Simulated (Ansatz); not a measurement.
Basis sets compared for In₅P₄H₁₆⁻, a cluster cut from zinc blende InP (hydrogen-capped). The state is a singlet with charge -1. Geometry PBE0-D4/def2-SVP. Ansatz on 4 threads of Arm Neoverse V2 on a shared host; times are rough, and most runs start from earlier orbitals.

| atom | x (Å) | y (Å) | z (Å) |
| --- | --- | --- | --- |
| P1 | -1.494 | -0.970 | 1.413 |
| P2 | 1.388 | -2.000 | -1.010 |
| P3 | -1.467 | 1.346 | -1.724 |
| P4 | 1.555 | 1.483 | 0.741 |
| In5 | -3.207 | 0.102 | -0.179 |
| In6 | -0.449 | -3.138 | 0.505 |
| In7 | 0.080 | 0.645 | 2.717 |
| In8 | 3.191 | -0.212 | -0.293 |
| In9 | 0.432 | 3.023 | -0.987 |
| H10 | -2.342 | -1.475 | 2.441 |
| H11 | 0.741 | -1.511 | -2.177 |
| H12 | 2.098 | -3.055 | -1.646 |
| H13 | -2.222 | 2.008 | -2.732 |
| H14 | -0.874 | 0.375 | -2.576 |
| H15 | 2.452 | 2.386 | 1.384 |
| H16 | -3.983 | -1.084 | -1.195 |
| H17 | -4.109 | 1.377 | 0.591 |
| H18 | -1.520 | -3.968 | -0.592 |
| H19 | 0.453 | -3.992 | 1.724 |
| H20 | 1.082 | -0.305 | 3.781 |
| H21 | -0.871 | 1.987 | 3.297 |
| H22 | 4.153 | -1.012 | 0.918 |
| H23 | 3.893 | 0.381 | -1.775 |
| H24 | -0.414 | 4.344 | -0.231 |
| H25 | 1.434 | 3.264 | -2.394 |

In the def2 sets In takes a core potential; there is no spin–orbit coupling.

| level | functions | energy (Eh) | HOMO (eV) | LUMO (eV) | wall time |
| --- | --- | --- | --- | --- | --- |
| PBE-D4/def2-SVP | 282 | -2324.7634 | -2.92 | 1.47 | 8.5 s |
| PBE0-D4/def2-SVP | 282 | -2324.9151 | -3.96 | 2.14 | 13 s |

(1) Estimate the rows for PBE-D4/def2-SVPD, PBE0-D4/def2-SVPD.

Results:

(1) 
```csv
level,functions,energy (Eh),HOMO (eV),LUMO (eV),wall time
PBE-D4/def2-SVPD,384,-2324.7856,-3.06,1.26,19 s
PBE0-D4/def2-SVPD,384,-2324.9329,-4.06,1.92,41 s
```
